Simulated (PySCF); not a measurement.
Excitation energy of Cl(2+) by level of theory

Cl(2+) [Ne] 3s2 3p3 (4S) → Cl(2+) [Ne] 3s1 3p3 4s1 (6S), as a difference of total energies. Calculation: PySCF 2.14, in aug-cc-pCVTZ-DK; scalar relativity by spin-free X2C-1e. Correlated levels: valence and next inner shell: 1s2 frozen. The calculations carry no spin-orbit coupling.

| method | excitation energy (eV) |
| --- | --- |
| UHF | 28.146 |
| MP2 (valence and next inner shell) | 30.012 |
| SCS-MP2 (valence and next inner shell) | 30.558 |
| CCSD (valence and next inner shell) | 30.160 |
| CCSD(T) (valence and next inner shell) | 30.248 |

**Question.** How much does correlation contribute at CCSD(T) (valence and next inner shell)?

**Answer.** 30.248 − (28.146) = 2.102 eV, measured against UHF.

The promoted electron is Rydberg-like, and one or two diffuse shells describe it only roughly, which tends to raise the upper state.
